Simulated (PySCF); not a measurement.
Species: C₄H₁₄N₂Si.
Bonds: C1–N2, N2–C3, N2–Si4, Si4–N5, N5–C6, N5–C7. Hydrogens: H8, H9, H10 on C1; H11, H12, H13 on C3; H14, H15 on Si4; H16, H17, H18 on C6; H19, H20, H21 on C7.

A linear-response calculation (PySCF, def2-SVPD basis, gas phase, vertical, core orbitals frozen in the response) gave these numbers; the functional is withheld.

Orbital energies (eV): HOMO-3 -11.14, HOMO-2 -10.62, HOMO-1 -7.71, HOMO -7.57, LUMO 1.22, LUMO+1 1.65, LUMO+2 2.05.

| state | E (eV) | f | main configurations (H = HOMO, L = LUMO) |
| --- | --- | --- | --- |
| S1 | 5.91 | 0.021 | H→L (74%), H-1→L+1 (20%) |
| S2 | 5.97 | 0.0067 | H-1→L (61%), H→L+1 (33%) |
| S3 | 6.51 | 0.020 | H→L+1 (39%), H-1→L (20%), H→L+5 (16%) |
| S4 | 6.59 | 0.066 | H-1→L+1 (38%), H→L+2 (28%), H→L+4 (17%) |
| S5 | 6.86 | 0.020 | H→L+4 (21%), H→L+2 (20%), H-1→L+5 (16%) |
| S6 | 6.97 | 0.030 | H-1→L+4 (38%), H-1→L+2 (27%), H→L+5 (20%) |

Triplets (Tamm–Dancoff): T1 5.79 eV, H→L (68%), H-1→L+1 (22%); T2 5.83 eV, H-1→L (48%), H→L+1 (42%); T3 6.23 eV, H-1→L (30%), H→L+5 (27%), H→L+1 (23%); T4 6.25 eV, H-1→L+1 (37%), H→L+4 (18%), H-1→L+5 (16%).

Vertical ionisation energy by ΔSCF with the same functional: 8.16 eV. Mean static polarisability: 94.5 au.

Question: Which of these was used?
A. PBE
B. CAM-B3LYP
C. PBE0
D. HF

Answer: B. CAM-B3LYP is range-separated, 19% exact exchange at short range and 65% at long range (ω = 0.33 bohr⁻¹). In this run −ε(HOMO) = 7.57 eV differs from the ΔSCF value by -0.60 eV, and S1 differs from the orbital gap of 8.79 eV by -2.88 eV. The ratio −ε(HOMO)/IP is 0.93. Usual ranges for neutral molecules in this basis: 0.85 to 0.93 with CAM-B3LYP, 0.5 to 0.7 with PBE, 0.7 to 0.83 with PBE0; Hartree–Fock can't fall below 1, since the ion's relaxation only lowers the ΔSCF value. The other options: PBE, a GGA without exact exchange; HF, time-dependent Hartree–Fock, 100% exact exchange; PBE0, a global hybrid with 25% exact exchange.

Computed, not measured: TDDFT CAM-B3LYP/def2-SVPD, vertical, gas phase, core orbitals frozen in the response in PySCF 2.14.0, density-fitted response routines. Isolated species at its PBE0-D3(BJ)/def2-SVP geometry (one conformer only).

Time: 3.6 min of wall time. Hardware: an Arm Neoverse V1 with one thread, no GPU (shared host).

The values belong to the conformer `[CH3:1][N:2]([CH3:3])[SiH2:4][N:5]([CH3:6])[CH3:7]`: C1–N2–Si4–N5 -51°, N2–Si4–N5–C6 141°.
